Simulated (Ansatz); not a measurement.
Isolated molecules relaxed with PBE0-D4/def2-TZVP in Ansatz; ΔE leaves out vibrations. CBS: MP2 limit from def2 TZ/QZ plus the TZ coupled-cluster correction, frozen cores. def2 core potentials past Kr. For Cd, Zn outer-core shells are correlated without core-valence functions, which leaves a few kJ/mol of doubt a bond. Scalar relativity is left out up to krypton. One conformer a species, not always the lowest.

Reaction (redistribution): `C[N](C)[Zn][O][SiH3]` + `C[S][Cd][NH2]` → `[NH2][Zn][O][SiH3]` + `C[S][Cd][N](C)C`

```tsv
species	CCSD(T)/CBS(def2) energy (Eh)
`C[N](C)[Zn][O][SiH3]`	-2278.90366
`C[S][Cd][NH2]`	-661.27260
`[NH2][Zn][O][SiH3]`	-2200.41345
`C[S][Cd][N](C)C`	-739.76277
```

(1) Work out ΔE.

Largest T1 diagnostic among the species: 0.015.

## Answers

(1) ΔE = (-2200.41345) + (-739.76277) − (-2278.90366) − (-661.27260) = 0.00004 Eh = 0.00 eV.

Leaving LDA and LC-ωPBE aside and taking each functional with its dispersion term where it has one, the values, not all of them listed here, spread over 0.02 eV, from B97M-V to ωB97X-V. In def2-TZVPP, CCSD(T) changes the Hartree–Fock value by −0.05 eV (the triples alone add −0.01 eV) and MP2 by −0.06 eV.
